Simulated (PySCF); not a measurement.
FH₂InS₂. Atoms are numbered in the order given.

```xyz
6

In     0.1876     0.0057     0.0000
F      2.1493    -0.1319     0.0000
S     -0.9552    -2.1126     0.0000
H      0.2217    -2.7851     0.0000
S     -0.7177     2.2324     0.0000
H     -1.9930     1.7742     0.0000
```
Charge 0, spin multiplicity 1.

Geometry: B3LYP-D3(BJ)/def2-SVP. The def2 effective core potentials stand for the cores of In; spin–orbit coupling is left out. One conformer was computed; it need not be the lowest.

Calculation: r2SCAN/def2-TZVP run with PySCF.

ESP charges are fitted to the potential on shells at 1.4 to 2.0 van der Waals radii. Atomic charges (e):

| atom | ESP fit | Löwdin |
|---|---|---|
| In1 | 0.64 | ___ |
| F2 | -0.37 | ___ |
| S3 | -0.35 | ___ |
| H4 | 0.20 | ___ |
| S5 | -0.28 | ___ |
| H6 | 0.16 | ___ |

Some entries are withheld; supply them. (Estimate from the structure and the level; the computed values follow.)


- In1, Löwdin: -0.05
- F2, Löwdin: -0.26
- S3, Löwdin: 0.08
- H4, Löwdin: 0.08
- S5, Löwdin: 0.09
- H6, Löwdin: 0.07
